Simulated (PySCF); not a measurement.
## Stretching SI

Set-up: S cc-pV(T+d)Z, I cc-pVTZ-PP with ECP28; scalar-relativistic core potentials (PySCF 2.14). Energies in eV from S + I in their ground configurations at the same level. State: ²Π (doublet), unpaired electrons π ↑.

All columns are PBE0. A positive dipole means S(−)I(+).

```json
{"R (Å)": "1.991", "E (eV)": "-1.143", "μ (D)": "1.38", "Mulliken charge on S (basis-dependent)": "-0.22", "HOMO (eV)": "-6.05", "LUMO (eV)": "-3.91", "Mayer bond order": "1.67", "⟨S²⟩": "0.76"}
{"R (Å)": "2.083", "E (eV)": "-1.912", "μ (D)": "1.35", "Mulliken charge on S (basis-dependent)": "-0.22", "HOMO (eV)": "-6.25", "LUMO (eV)": "-4.09", "Mayer bond order": "1.60", "⟨S²⟩": "0.76"}
{"R (Å)": "2.176", "E (eV)": "-2.317", "μ (D)": "1.27", "Mulliken charge on S (basis-dependent)": "-0.21", "HOMO (eV)": "-6.45", "LUMO (eV)": "-4.24", "Mayer bond order": "1.53", "⟨S²⟩": "0.76"}
{"R (Å)": "2.245", "E (eV)": "-2.452", "μ (D)": "1.19", "Mulliken charge on S (basis-dependent)": "-0.19", "HOMO (eV)": "-6.58", "LUMO (eV)": "-4.34", "Mayer bond order": "1.48", "⟨S²⟩": "0.76"}
{"R (Å)": "2.315", "E (eV)": "-2.483", "μ (D)": "1.08", "Mulliken charge on S (basis-dependent)": "-0.17", "HOMO (eV)": "-6.71", "LUMO (eV)": "-4.43", "Mayer bond order": "1.44", "⟨S²⟩": "0.76"}
{"R (Å)": "2.385", "E (eV)": "-2.438", "μ (D)": "0.97", "Mulliken charge on S (basis-dependent)": "-0.15", "HOMO (eV)": "-6.84", "LUMO (eV)": "-4.51", "Mayer bond order": "1.39", "⟨S²⟩": "0.76"}
{"R (Å)": "2.477", "E (eV)": "-2.295", "μ (D)": "0.80", "Mulliken charge on S (basis-dependent)": "-0.12", "HOMO (eV)": "-6.99", "LUMO (eV)": "-4.60", "Mayer bond order": "1.33", "⟨S²⟩": "0.76"}
{"R (Å)": "2.593", "E (eV)": "-2.032", "μ (D)": "0.60", "Mulliken charge on S (basis-dependent)": "-0.09", "HOMO (eV)": "-7.16", "LUMO (eV)": "-4.68", "Mayer bond order": "1.26", "⟨S²⟩": "0.76"}
{"R (Å)": "2.732", "E (eV)": "-1.655", "μ (D)": "0.38", "Mulliken charge on S (basis-dependent)": "-0.05", "HOMO (eV)": "-7.33", "LUMO (eV)": "-4.75", "Mayer bond order": "1.18", "⟨S²⟩": "0.76"}
{"R (Å)": "2.917", "E (eV)": "-1.137", "μ (D)": "0.14", "Mulliken charge on S (basis-dependent)": "-0.02", "HOMO (eV)": "-7.49", "LUMO (eV)": "-5.00", "Mayer bond order": "1.04", "⟨S²⟩": "0.82"}
```

A fit through these points gives, at Re = 2.305 Å, μ = 1.10 D and dμ/dR = -1.56 D/Å; the reduced mass is 25.54 u.

How strong is the fundamental in the double-harmonic approximation, I = 42.26·(dμ/dR)²/μred km/mol?

I = 42.26·(-1.56)²/25.54 = 4.03 km/mol at PBE0.

These are scalar-relativistic numbers at best; spin–orbit coupling would shift them, the dissociation energy most. The state is the lowest determinant that a PBE0 search found; another state may lie lower at other levels.
